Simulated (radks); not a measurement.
Question: Spherical quantum dot in the effective-mass picture: electrons in a parabolic well V = omega^2 r^2 / 2 with omega = 0.218, all in effective atomic units (hartree* = m*/eps^2 hartree, bohr* = eps/m* bohr), one dielectric constant everywhere. Calculated with a radial shooting solver with Libxc functionals: non-relativistic Kohn-Sham, exchange-only LDA, spin-polarised, spherical densities. Levels are named by radial order and angular momentum (1s, 1p, 1d, 2s, ...), and open shells are averaged over m. At N = 31 the configuration is 1s2 1p6 1d10 2s2 1f(up 7, down 4). Does electron 32 go into 2p down or 1f down or 2p up?

Answer: Into 1f down. The total energies of the other choices lie higher by 0.0276 hartree* (2p up), 0.0343 hartree* (2p down).
